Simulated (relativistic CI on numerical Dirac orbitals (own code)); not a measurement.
**Pm XLII: q coefficients and field-shift factors**

These numbers are calculated, not measured: Dirac-Coulomb-Breit CI, orbitals from a KLI potential per configuration, derivatives by finite differences, unscaled Slater integrals, QED left out (own radial code, finite nucleus).

Configurations in the expansion (outside the closed core [Ne]): 3s²3p⁶3d², 3s²3p⁵3d³, 3s3p⁶3d³, 3s²3p⁶3d4s, 3s²3p⁶3d4p, 3s²3p⁶4s². Double excitations out of closed p, d and f shells are left out; levels of such configurations are missing from the list, as are those of other unlisted configurations, and high levels can miss mixing partners.

With x = (α/α₀)² − 1 an excitation energy changes as ω = ω₀ + qx; K = 2q/ω₀ is the relative enhancement. Terms are leading LS components, so labels can repeat. The field-shift factor is F = δν/δ⟨r²⟩ for the transition from the lowest level.

Lowest level 3s²3p⁶3d² ³F2.

```tsv
Level	ω₀ (cm⁻¹)	q (cm⁻¹)	K	F (GHz/fm²)
3s²3p⁶3d² ³P0	142004	20090	0.283	0.191
3s²3p⁶3d² ³F3	219906	238600	2.17	3.11
3s²3p⁶3d² ³P2	288649	236900	1.64	2.71
3s²3p⁶3d² ¹G4	302883	252800	1.67	3.4
3s²3p⁶3d² ³P1	315877	244200	1.55	2.63
3s²3p⁶3d² ³F4	499032	463800	1.86	6.03
3s²3p⁶3d² ³P2	543360	483000	1.78	5.82
3s²3p⁶3d² ¹S0	714226	469100	1.31	6.81
3s²3p⁵3d³ ⁵F°2	1682870	88720	0.105	7.58
3s²3p⁵3d³ ⁵D°1	1700426	108100	0.127	7.58
3s²3p⁵3d³ ⁵D°0	1731572	112500	0.13	7.74
3s²3p⁵3d³ ³F°3	1753622	96540	0.11	7.81
3s²3p⁵3d³ ⁵F°3	1855870	297000	0.32	10.3
```

At this charge energies of transitions that change n are usually good to better than 1 %, and those within a shell (Δn = 0) to a few per cent.
